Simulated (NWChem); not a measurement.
System: CH2FNOSi; SMILES O=C=N[SiH2]F

Input file for NWChem:

```
start job
memory heap 200 mb stack 900 mb global 1100 mb
geometry units angstroms noautosym nocenter noautoz
  Si    -0.443212    -1.190274    -0.001328
  F      1.015609    -1.922133    -0.002073
  N     -0.212147     0.511818    -0.004172
  C      0.019876     1.700034    -0.000534
  O      0.233550     2.860154     0.002244
  H     -1.163198    -1.579353     1.248163
  H     -1.166629    -1.582934    -1.247883
end
basis spherical
  * library def2-svp
end
dft
  xc hfexch
  iterations 150
end
property
  efieldgrad
end
task dft property
```

Structure relaxed at the PBE-D3(BJ)/def2-SVP level.

Vzz is the largest principal value of the second derivative of the potential at the nucleus (NWChem prints the opposite sign); η is the asymmetry. Non-relativistic.

Atoms are numbered as in the input.

Q: Give the results of this calculation. (Hartree-Fock/def2-SVP.) Quantities: Vzz N3 (a.u.); η N3; Vzz O5 (a.u.); η O5.

A: 
```yaml
Vzz N3 (a.u.): 0.512
"η N3": 0.02
Vzz O5 (a.u.): 0.849
"η O5": 0.07
```
